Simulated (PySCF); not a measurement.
# Solvent effects on NMR parameters

Geometry (Å), atoms numbered from 1 in this order:
```xyz
13

O     2.411   -0.392   -0.904
S     1.352   -0.368    0.077
O     1.610   -0.616    1.482
C     0.287    1.098   -0.064
C    -1.071    0.553   -0.490
C    -1.076   -0.921   -0.083
O     0.203   -1.423   -0.436
H     0.293    1.559    0.932
H     0.758    1.769   -0.793
H    -1.901    1.108   -0.032
H    -1.174    0.622   -1.583
H    -1.248   -1.049    1.001
H    -1.818   -1.514   -0.633
```

GIAO PBE0/pcSseg-1 in PySCF 2.14 on one PBE0-D3(BJ)/def2-SVP conformer, non-relativistic, equivalent nuclei averaged. Solvents enter as an IEF-PCM continuum (tetrahydrofuran with ε = 7.4, dimethylsulfoxide with ε = 46.8) around the gas-phase geometry. Shifts are referred to CS2, TMS computed in the same medium.

Gas phase, δ in ppm: S2 359.7, C6 65.3, C4 52.3, C5 28.0, H12/H13 4.00, H8/H9 2.84, H10/H11 2.16. Dipole moment 5.69 D.

Question: How does each δ change in the continuum?

Answer: 
```
  atoms                         environment  Δδ, tetrahydrofuran  Δδ, dimethylsulfoxide
     S2                     sulfonyl sulfur                +11.5                  +13.8
     C6                 sp3 CH2 bonded to O                 +2.2                   +2.8
     C4                 sp3 CH2 bonded to S                 +3.0                   +3.6
     C5                   sp3 CH2 in a ring                 +1.3                   +1.7
H12/H13  hydrogen on an sp3 CH2 bonded to O                +0.20                  +0.23
  H8/H9  hydrogen on an sp3 CH2 bonded to S                +0.33                  +0.40
H10/H11    hydrogen on an sp3 CH2 in a ring                +0.26                  +0.31
```

Changes are relative to the gas phase. The dipole moment becomes 6.93 D in tetrahydrofuran, 7.19 D in dimethylsulfoxide.

Question: Which of the listed nuclei move most (in ppm), and what does the model miss? (N and O are left out, as their reference compounds move with the solvent too.)

Answer: S2 (sulfonyl sulfur, +13.8 ppm) in dimethylsulfoxide. A continuum only polarises the solute; specific hydrogen bonds, the anisotropy of aromatic solvents and changes of geometry or conformer are outside it.
